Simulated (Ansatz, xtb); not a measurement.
Two isomers of AlBFHSe

Structure I is `FB[Se][Al]`, a singlet and structure II is `[F][AlH][B]=[Se]`, a singlet. Both are isolated molecules in the gas phase, relaxed with PBE0-D3(BJ)/def2-SVP; the shapes shown needn't be the lowest conformers.

I (Å):

| atom | x (Å) | y (Å) | z (Å) |
| --- | --- | --- | --- |
| Al | -0.0381 | -1.9208 | 3.0950 |
| B | -2.1629 | -2.1364 | 0.9714 |
| F | -1.1206 | -2.9775 | 0.8226 |
| Se | -2.1923 | -0.9224 | 2.4656 |
| H | -3.0381 | -2.1914 | 0.1438 |

II (Å):

```xyz
5

Al   -2.4701   -2.0290    1.0942
B    -0.5868   -1.9696    2.0160
F    -3.3072   -3.4678    1.1604
Se    0.9773   -1.8921    2.7721
H    -3.1630   -0.8290    0.3435
```

Energies in hartree; the thermal terms are from PBE0-D3(BJ)/def2-SVP harmonic frequencies (ideal gas, rigid rotor, one conformer each, 298.15 K, 1 atm) and include the zero-point energy:

|  | I | II |
| --- | --- | --- |
| E, CCSD(T)/def2-TZVP | −2767.339168 | −2767.329966 |
| zero-point energy | 0.016500 | 0.013882 |
| H(298 K) − E | 0.022843 | 0.020263 |
| G(298 K) − E | −0.014468 | −0.016746 |

**Question.** Work out ΔE, ΔE₀, ΔH and ΔG for I → II in kJ/mol (1 Eh = 2625.50 kJ/mol) and the equilibrium ratio [II]/[I].

**Answer.** 1. ΔE = −2767.329966 − (−2767.339168) = +0.009202 Eh = +24.16 kJ/mol.
2. ΔE₀ = ΔE + ΔZPE = +0.009202 + (−0.002618) Eh = +17.29 kJ/mol.
3. ΔH = ΔE + (−0.002580) Eh = +17.39 kJ/mol.
4. ΔG = ΔE + (−0.002278) Eh = +18.18 kJ/mol, so ΔS = (ΔH − ΔG)/T = −2.7 J/(mol K).
5. kT = 0.9442 mEh, so K = [II]/[I] = exp(−ΔG/kT) = exp(−7.33) ≈ 6.5 × 10^−4.

Structure I is favoured at this temperature. An error of 4 kJ/mol in ΔG would change K by a factor of 5. Mirror images and further conformers aren't counted.

As drawn, II has 1 Al–F, 1 Al–B, 1 B=Se, 1 Al–H in place of 1 B–F, 1 B–Se, 1 Al–Se, 1 B–H.

Other levels gave ΔE = +58.6 (PBE0-D3(BJ)/def2-SVP); +39.2 (HF/def2-TZVP); +16.0 (MP2/def2-TZVP) kJ/mol. The correlated steps freeze 16 core orbitals; the filled d shell of Se is correlated, in a basis made for valence electrons. Programs: Ansatz 0.2.0.
